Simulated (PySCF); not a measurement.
PBE0-D3(BJ)/def2-SVP geometry optimisation, IEF-PCM water with PySCF 2.14 and geomeTRIC: [PdBr4]2-, charge -2, multiplicity 1. Start (model start, shaken):

```
5

Pd    0.0000    0.0045   -0.0041
Br    2.5866   -0.0068   -0.0149
Br   -2.5991    0.0201   -0.0074
Br   -0.0093    2.6073    0.0053
Br    0.0016   -2.6140   -0.0004
```

```
step  E − E(start) / kcal mol⁻¹  largest force / Eh bohr⁻¹
   0                       0.00                    0.01834
   1                      -5.82                    0.00396
   2                      -5.67                    0.00307
   3                      -5.98                    0.00186
   4                      -6.00                    0.00119
   5                      -6.02                    0.00011
   6                      -6.02                    0.00011
```

The optimisation met its thresholds. End point:

```
5

Pd   -0.0041    0.0022   -0.0043
Br    2.4700   -0.0110   -0.0235
Br   -2.4782    0.0156   -0.0063
Br    0.0096    2.4762    0.0130
Br   -0.0175   -2.4718   -0.0003
```

Metal–donor distances, start → end: Br2 2.587 → 2.474 Å, Br3 2.599 → 2.474 Å, Br4 2.603 → 2.474 Å, Br5 2.618 → 2.474 Å.

No frequencies were computed, so the end point may be a saddle point.

The job took 3.7 min on one thread of Arm Neoverse V1 (shared host), with 159 basis functions and a peak of 1.1 GiB, launched as `OMP_NUM_THREADS=1 python lf_run.py task.json out`.
